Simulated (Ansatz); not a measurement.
Total energies of `C[S][GeH]([F])[Cl]`.

```xyz
9

C     0.196   -1.128   -1.087
S     1.357    0.018   -0.284
Ge   -0.040    0.978    1.094
F     0.833    2.283    1.812
Cl   -1.696    1.835    0.038
H    -0.603   -0.585   -1.589
H    -0.217   -1.846   -0.378
H     0.781   -1.669   -1.830
H    -0.610    0.115    2.224
```

Charge 0, multiplicity 1. Correlated methods include outer-core shells of Ge, which these sets cover unevenly. Scalar relativity is left out up to krypton. Geometry: relaxed with PBE0-D4/def2-TZVP. It is one conformer, not always the lowest. Basis def2-TZVPP, Ansatz 0.2.0.

RPA on PBE orbitals: Hartree–Fock energy of these orbitals -3072.15137 Eh, correlation -1.65668 Eh (frozen core).

```csv
functional,energy without D4 (Eh),D4 term (kJ/mol)
r2SCANh,-3075.79998,-6.2
r2SCAN0,-3075.77429,-6.9
```

Task: Give the same for LDA (SPW92), PBE, revPBE, BLYP, r2SCAN, B97M-V, PBE0, B3LYP, HSE06 (plane-wave form), BHLYP, CAM-B3LYP, LC-ωPBE, ωB97X-V, ωB97M-V, B2PLYP, PBE-QIDH. (Estimate.)

Result: Ansatz gave: 
| functional | energy without D4 (Eh) | D4 term (kJ/mol) |
| --- | --- | --- |
| LDA (SPW92) | -3068.91465 | – |
| PBE | -3075.12113 | -24.1 |
| revPBE | -3075.57966 | -64.4 |
| BLYP | -3075.96192 | -52.0 |
| r2SCAN | -3075.81828 | -5.7 |
| B97M-V | -3075.30669 | – |
| PBE0 | -3075.25184 | -20.6 |
| B3LYP | -3076.02563 | -39.4 |
| HSE06 (plane-wave form) | -3075.23103 | -19.5 |
| BHLYP | -3075.86205 | -33.0 |
| CAM-B3LYP | -3076.04512 | -21.3 |
| LC-ωPBE | -3075.35669 | – |
| ωB97X-V | -3075.58521 | – |
| ωB97M-V | -3075.73987 | – |
| B2PLYP | -3075.23263 | – |
| PBE-QIDH | -3074.74240 | – |

B3LYP takes the VWN-RPA correlation (the form of Gaussian; ORCA's B3LYP/G). HSE06 is the plane-wave form, built on full-range PBE exchange. The double hybrids freeze the cores in their second-order part.

LC-ωPBE has ω = 0.4 bohr⁻¹.
